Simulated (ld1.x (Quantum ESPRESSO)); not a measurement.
# Configuration tests for antimony (ultrasoft)

- Element: antimony
- Generator: ld1.x (Quantum ESPRESSO) 7.5
- Type: ultrasoft
- Functional: LDA (PZ)
- Relativity: fully relativistic
- Frozen core: [Kr] 4d10
- Valence charge: 5
- Reference configuration: 5s2 5p3
- Partial waves: 5s (bound): rcut 2.00, rcutus 2.25 bohr; 5s channel at 0.25 Ry: rcut 2.00, rcutus 2.25 bohr; 5p (bound): rcut 2.25, rcutus 2.45 bohr; 5p channel at 0.05 Ry: rcut 2.25, rcutus 2.45 bohr
- Local potential: all-electron potential smoothed inside 2.15 bohr (lloc = -1)
- Core correction: Bessel-smoothed model core inside 1.45 bohr
- Augmentation charge: PSQ, radius 1.80 bohr

Open shells are filled in proportion to 2j + 1 (rel_dist='average').

Energies are relative to the spin-unpolarised reference configuration 5s2 5p3; without spin polarisation the order of configurations can differ from experiment.

```json
{"valence configuration": "5s2 5p2", "charge": "+1", "ΔE all-electron (eV)": "8.538", "error AE − PS (meV)": "-7.1"}
{"valence configuration": "5s2 5p1", "charge": "+2", "ΔE all-electron (eV)": "24.813", "error AE − PS (meV)": "-53"}
{"valence configuration": "5s2 5p0", "charge": "+3", "ΔE all-electron (eV)": "49.625", "error AE − PS (meV)": "-199"}
{"valence configuration": "5s1 5p4", "charge": "0", "ΔE all-electron (eV)": "8.181", "error AE − PS (meV)": "-8.5"}
{"valence configuration": "5s1 5p3", "charge": "+1", "ΔE all-electron (eV)": "17.328", "error AE − PS (meV)": "-28"}
{"valence configuration": "5s2 5p2.5", "charge": "+0.5", "ΔE all-electron (eV)": "3.363", "error AE − PS (meV)": "-1.2"}
{"valence configuration": "5s2 5p3.3", "charge": "-0.3", "ΔE all-electron (eV)": "-1.212", "error AE − PS (meV)": "-0.2"}
```

Levels in the configuration 5s2 5p0:

| level | all-electron (eV) | pseudo (eV) |
| --- | --- | --- |
| 5s j=1/2 | -39.388 | -39.668 |
